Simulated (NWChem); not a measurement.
System: SiCl3F; SMILES F[Si](Cl)(Cl)Cl

The following NWChem deck was run.

```
start job
memory heap 200 mb stack 900 mb global 1100 mb
geometry units angstroms noautoz
  F      0.000000     0.000000     1.856268
  Si     0.000000     0.000000     0.237486
  Cl     1.780678     0.767369    -0.406819
  Cl    -1.554900     1.158428    -0.406819
  Cl    -0.225778    -1.925797    -0.406819
end
basis spherical
  F library def2-svp
  Si library def2-svp
  Cl library def2-svp
end
dft
  xc slater pw91lda
  iterations 150
  mulliken
end
task dft energy
```

Structure relaxed at the PBE-D3(BJ)/def2-SVP level.

**Question.** What results follow from this input? (LDA (Slater exchange, PW92)/def2-SVP.) Quantities: energy (Ha); highest occupied level (eV); orbital gap (eV); dipole (D).

**Answer.** 
- energy (Ha): -1763.30
- highest occupied level (eV): -8.11
- orbital gap (eV): 6.50
- dipole (D): 0.60
